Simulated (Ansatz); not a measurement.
One change: `CB(C)[SiH2]Cl` becomes `C[B](C)[AlH2]`.

Ansatz, PBE0-D4/def2-TZVP geometries, multiplicity 1. Each molecule was computed in one conformer, which needn't be the lowest.

| property | `CB(C)[SiH2]Cl` |
| --- | --- |
| LUMO energy (PBE0/def2-TZVPP) / eV | -1.57 |
| size of the dipole moment (PBE/def2-TZVPP) / D | 2.40 |
| size of the dipole moment (ωB97M-V/def2-TZVPP) / D | 2.41 |
| LUMO energy (ωB97M-V/def2-TZVPP) / eV | 0.41 |
| size of the dipole moment (B3LYP/def2-TZVPP) / D | 2.40 |
| HOMO–LUMO gap (B3LYP/def2-TZVPP) / eV | 5.71 |

Q: Give the same properties after the change, and the shifts. (Estimate.)

A: Computed: 
| property | `C[B](C)[AlH2]` | shift |
| --- | --- | --- |
| LUMO energy (PBE0/def2-TZVPP) / eV | -1.41 | 0.16 |
| size of the dipole moment (PBE/def2-TZVPP) / D | 1.51 | -0.89 |
| size of the dipole moment (ωB97M-V/def2-TZVPP) / D | 1.45 | -0.96 |
| LUMO energy (ωB97M-V/def2-TZVPP) / eV | 0.15 | -0.26 |
| size of the dipole moment (B3LYP/def2-TZVPP) / D | 1.44 | -0.96 |
| HOMO–LUMO gap (B3LYP/def2-TZVPP) / eV | 4.96 | -0.75 |

With PBE0 the HOMO rises by 0.90 eV and the LUMO rises by 0.16 eV, so the gap narrows by about 0.74 eV. PBE moves the HOMO by 0.80 eV and ωB97M-V by 0.93 eV. Dipoles are sizes alone; their direction can turn.

B3LYP here is the variant with VWN-RPA as its local correlation; programs differ in this.
